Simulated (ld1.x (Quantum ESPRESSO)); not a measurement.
Configuration tests for bromine (Br) (RRKJ)

bromine (Br), norm-conserving RRKJ (Kleinman–Bylander form), made with ld1.x (Quantum ESPRESSO) 7.5 (PBE, scalar-relativistic). Core [Ar] 3d10, reference 4s2 4p5. Waves: 4p (bound): rc 1.80 bohr; 4s (bound): rc 1.05 bohr. Local part: the s channel. Core correction: none.

Energies are relative to the spin-unpolarised reference configuration 4s2 4p5; without spin polarisation the order of configurations can differ from experiment.

```
valence configuration  charge  ΔE all-electron (eV)  error AE − PS (meV)
              4s2 4p4      +1                12.554                  -10
              4s2 4p3      +2                35.314                  -36
              4s2 4p2      +3                69.297                  -51
              4s1 4p5      +1                25.558                  -25
            4s2 4p5.3    -0.3                -1.963                 -0.1
            4s2 4p4.5    +0.5                 5.075                 -2.8
              4s2 4p1      +4               115.321                  +18
```

Levels in the configuration 4s2 4p5.3:

```tsv
level	all-electron (eV)	pseudo (eV)
4s	-17.352	-17.343
4p	-5.257	-5.254
```

Note: ghost state, extra bound levels that the all-electron valence spectrum of the same l lacks: p at -170.1 eV. A true bound ghost makes a file unfit for plane-wave use.
